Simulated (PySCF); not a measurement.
**S: excitation energy**

S [Ne] 3s2 3p4 (3P) → S [Ne] 3s1 3p4 4s1 (5P), as a difference of total energies. Computed with PySCF 2.14 in x2c-QZVPPall with one added diffuse shell each of s, p, d, f type (10s7p5d3f1g, 86 functions), with the spin-free X2C one-electron Hamiltonian (Gaussian nucleus). Correlated levels: valence: [Ne] frozen. The calculations carry no spin-orbit coupling.

```csv
method,excitation energy (eV)
UHF,16.452
MP2 (valence),16.864
SCS-MP2 (valence),17.064
CCSD (valence),16.710
CCSD(T) (valence),16.393
```

Problem. How much does correlation contribute at CCSD(T) (valence)?

Solution. 16.393 − (16.452) = -0.059 eV, measured against UHF.

The upper state lies above the first ionisation limit, where it may autoionise and the basis confines it. A Rydberg-like electron needs more diffuse functions than a valence basis has.

The promoted electron is Rydberg-like, and one or two diffuse shells describe it only roughly, which tends to raise the upper state.

The coupled-cluster amplitudes are large for the upper state (T1 above 0.03 or a double amplitude above 0.15), so a single reference is strained.
